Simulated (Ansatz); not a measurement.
Ansatz results at the PBE0-D4/def2-TZVP geometry: LUMO energy (B3LYP/def2-TZVPP) -0.87 eV; HOMO energy (PBE0/def2-TZVPP) -6.43 eV; size of the dipole moment (PBE/def2-TZVPP) 2.15 D.

Which molecule gave them?
A. `[SiH3]C=C=C[SiH3]`
B. `C[SiH]1C=N1`
C. `OC1=N[SiH2]S1`
D. `C1=NC[SiH2]1`

B. The others give `OC1=N[SiH2]S1`: -0.68, -7.45, 0.60; `C1=NC[SiH2]1`: -1.05, -6.88, 1.41; `[SiH3]C=C=C[SiH3]`: -0.50, -7.65, 0.58.

B3LYP here is the variant with VWN-RPA as its local correlation; programs differ in this.
